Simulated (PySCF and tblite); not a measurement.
Results of a calculation; reference values are marked as such.
**Conformer ensemble of C₁₀H₁₄, numbered as in [CH:1]#[C:2][C@H:3]1[CH2:4][C@@H:5]2[CH2:6][CH2:7][CH2:8][CH2:9][C@H:10]12**

The ensemble was built from 60 distance-geometry starts (ETKDG and KDG, MMFF94s, GFN2-xTB) and rests on GFN2-xTB geometries. Free energies are CAM-B3LYP-D3(BJ)/pcSseg-1 (IEF-PCM, acetone) single points with GFN2-xTB rigid-rotor and vibrational terms (modes under about 100 cm⁻¹ blended into free rotors). Symmetry numbers and mirror images are counted. Conformers within 3 kcal/mol (GFN2-xTB free energy) were kept, 7 at most. GIAO shieldings: CAM-B3LYP/pcSseg-1 (IEF-PCM, acetone). Shifts are against TMS (¹H), TMS (¹³C) at the same level; of two unlike H on one atom, a is the less shielded. Programs: PySCF with density fitting and tblite.

The 4-ring runs over atoms 3–4–5–10. The 6-ring runs over atoms 5–6–7–8–9–10.

```
conformer                                                                                                                            shape  symmetry  E(GFN2) kcal/mol  E(DFT) kcal/mol  G(298.15 K) kcal/mol  weight %  dipole D
        1                                                       4-ring puckered (ring torsions -18, 18, -18, 18°); 6-ring chair (C3 axial)        C1              0.00             0.00                  0.00      88.8      1.34
        2                                                       4-ring puckered (ring torsions 18, -18, 18, -18°); 6-ring chair (C4 axial)        C1              0.52             1.30                  1.31       9.7      1.40
        3  4-ring puckered (ring torsions -10, 10, -10, 10°); 6-ring between boat and twist-boat (ring torsions 40, 20, -64, 44, 15, -59°)        C1              1.31             3.00                  2.79       0.8      1.36
        4                                      4-ring flat; 6-ring between boat and twist-boat (ring torsions 63, -18, -42, 58, -13, -46°)        C1              1.57             3.64                  3.31       0.3      1.39
        5                                      4-ring flat; 6-ring between boat and twist-boat (ring torsions -34, -21, 60, -42, -12, 52°)        C1              1.92             3.54                  3.54       0.2      1.41
        6                                                            4-ring flat; 6-ring envelope (ring torsions -62, 68, -34, -4, 8, 24°)        C1              2.50             4.69                  4.19       0.1      1.33
```

Weights (%) against temperature:

```tsv
T (K)	1	2	3	4	5	6	S(mix) cal/mol/K
250	92.8	6.7	0.3	0.1	0.1	0.0	0.56
273.15	91.0	8.2	0.5	0.2	0.1	0.0	0.68
298.15	88.8	9.7	0.8	0.3	0.2	0.1	0.81
323.15	86.6	11.2	1.2	0.5	0.4	0.1	0.95
373.15	82.0	13.9	2.0	1.0	0.7	0.3	1.23
```

Averaged shifts at 298.15 K. ¹H: 2.77 (H3, 1H), 2.32 (H10, 1H), 2.17 (H5, 1H), 2.03 (H4a, 1H), 1.94 (H6a, 1H), 1.94 (H1, 1H), 1.78 (H4b, 1H), 1.60 (H9a, 1H), 1.56 (H8a, 1H), 1.56 (H7a, 1H), 1.52 (H9b, 1H), 1.35 (H8b, 1H), 1.17 (H6b, 1H), 1.04 (H7b, 1H) ppm. ¹³C: 98.1 (C2), 77.0 (C1), 44.0 (C10), 36.3 (C4), 34.8 (C6), 31.7 (C5), 30.7 (C9), 27.6 (C7), 26.2 (C8), 24.6 (C3) ppm.

Coordinates of conformer 1 (Å):

```xyz
24

C     3.793    1.161    0.421
C     2.727    0.752    0.062
C     1.441    0.233   -0.325
C     1.323   -1.295   -0.522
C    -0.032   -1.255    0.207
C    -1.218   -1.207   -0.756
C    -2.310   -0.259   -0.269
C    -1.746    1.154   -0.160
C    -0.684    1.205    0.934
C     0.370    0.118    0.786
H     4.729    1.530    0.720
H     1.067    0.783   -1.191
H     2.087   -1.831    0.038
H     1.314   -1.653   -1.550
H    -0.190   -2.033    0.956
H    -1.622   -2.213   -0.886
H    -0.882   -0.861   -1.737
H    -2.679   -0.583    0.706
H    -3.147   -0.276   -0.970
H    -1.316    1.446   -1.121
H    -2.542    1.863    0.075
H    -0.192    2.182    0.942
H    -1.179    1.078    1.901
H     0.877   -0.017    1.746
```

GFN2-xTB leaves a saturated small ring flat here that puckers in reality. Shifts are unscaled: against experiment ¹³C can be off by 15 ppm or more and ¹H by 0.8 ppm.

Search and properties took 6.8 min on 1 thread of Arm Neoverse V2, shared host (rough), launched as `OMP_NUM_THREADS=1 python ens_run.py task.json out`.
